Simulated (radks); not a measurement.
Question: The thulium ion Tm42+, 27 electrons, occupied as [Ar] 3d9. Calculated with a radial shooting solver on a logarithmic mesh with Libxc functionals: scalar-relativistic Kohn-Sham, LDA (Slater exchange, VWN5 correlation), spin-polarised, spherical densities, finite nucleus; open shells are filled with parallel spins first (spin-orbit coupling, left out, can overturn this in heavy ions); Fermi nuclear charge, rms radius 5.2256 fm. Some entries of the table are withheld. Estimate them.

orbital  occ.  eigenvalue (eV)  r(max) (bohr)  <r> (bohr)
1s up       1        -61302.34        0.01262     0.02002
1s down     1        -61302.21        0.01262     0.02002
2s up       1        -12028.01        0.07186     0.08472
2s down     1        -12024.13        0.07185     0.08471
2p up       3        -10870.60        0.05845     0.07519
2p down     3        -10867.46        0.05844     0.07518
3s up       1        -4146.406         0.2006      0.2157
3s down     1        -4142.247         0.2007      0.2158
3p up       3        -3794.619         0.1968      0.2136
3p down     3        -3790.435         0.1968      0.2137
3d up       5        -3381.146         0.1590         (1)
3d down     4        -3376.078         0.1591         (2)

Answer: 
(1) 3d up <r> (bohr): 0.1918
(2) 3d down <r> (bohr): 0.1919
